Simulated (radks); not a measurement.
Neutral thulium inside a hard spherical wall (all orbitals vanish at R), configuration held at [Xe] 4f13 6s2 and not refilled when levels cross. Method: scalar-relativistic Kohn-Sham, LDA (Slater exchange, VWN5 correlation), spin-polarised, spherical densities, finite nucleus; open shells are filled with parallel spins first (spin-orbit coupling, left out, can overturn this in heavy ions); Fermi nuclear charge, rms radius 5.2256 fm; computed with a radial shooting solver on a logarithmic mesh with Libxc functionals. Eigenvalues in eV for spin up, with the zero of energy where the potential of the charges vanishes at infinity; a dash marks a level that is unbound or too diffuse for the functional's potential to be trusted. A positive occupied level is held by the wall or, in an anion where self-interaction has pushed it up, behind a barrier. The pressure on the wall is -dE/dV.

R (bohr)  E (hartree)  kinetic (hartree)    e(5s)    e(5p)   e(6s)   e(4f)  e(6p, empty)  e(5d, empty)  pressure (GPa)
free      -13557.6049          14729.169  -53.735  -27.208  -4.043  -3.686             -             -               0
20        -13557.6049          14729.169  -53.735  -27.208  -4.043  -3.686        -1.172        -0.979        < 0.0001
15        -13557.6049          14729.169  -53.734  -27.206  -4.042  -3.685        -1.159        -0.976        0.000106
12        -13557.6047          14729.172  -53.712  -27.185  -4.025  -3.664        -1.084        -0.946         0.00390
10        -13557.6031          14729.186  -53.611  -27.084  -3.943  -3.564        -0.856        -0.832          0.0425
7         -13557.5705          14729.378  -52.641  -26.134  -2.967  -2.611         1.016         0.187            1.59
4         -13556.8514          14732.180  -46.565  -20.370   9.070   3.808        19.104         7.918             133
3.5       -13556.1792          14734.735  -43.266  -17.172  18.203   7.604        31.409        12.649             369
2.5       -13550.7310          14754.636  -25.892    1.634  75.984  28.419        101.37        39.554            4710
2         -13538.9378          14793.959    1.664   33.953  172.53  58.127        209.62        82.965           23800
1.5       -13494.6464          14929.712   91.552   139.34  452.37  131.26        509.23        213.04          179000
